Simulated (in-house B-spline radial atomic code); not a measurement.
Configurations of Ru⁵⁺, with energies counted from [Kr] 4d3. Method: scalar-relativistic (X2C) HSE06, spin-polarised, spherical fractional occupations, exact exchange averaged over the configuration, Fermi nucleus of rms radius 4.4809 fm. Calculated with a B-spline radial code for spherical atoms. Shells without spins written out take the highest spin.

Occupations are held fixed; configurations that lie above the ionisation limit could autoionise.

```csv
configuration,E - E(ref) (eV),highest orbital,its <r> (bohr)
[Kr] 4d2 5p1,27.603,5p up,2.438
[Kr] 4d2 5f1,53.201,5f up,4.185
[Ar] 3d10 4s2 4p5 4d3 5s1,61.643,5s up,2.175
[Ar] 3d9 4s2 4p6 4d3 4f1,326.83,4f up,2.003
[Ar] 3d9 4s2 4p6 4d3 5f1,341.02,5f up,4.073
```

(1) Order these further configurations by energy, lowest first.
A. [Kr] 4d2 5s1
B. [Ar] 3d10 4s2 4p5 4d4
C. [Ar] 3d9 4s2 4p6 4d3 5s1
D. [Ar] 3d9 4s2 4p6 4d3 5p1
E. [Ar] 3d9 4s2 4p6 4d4

Results:

(1) A (18.528 eV), B (41.806 eV), E (284.38 eV), C (305.65 eV), D (314.91 eV).
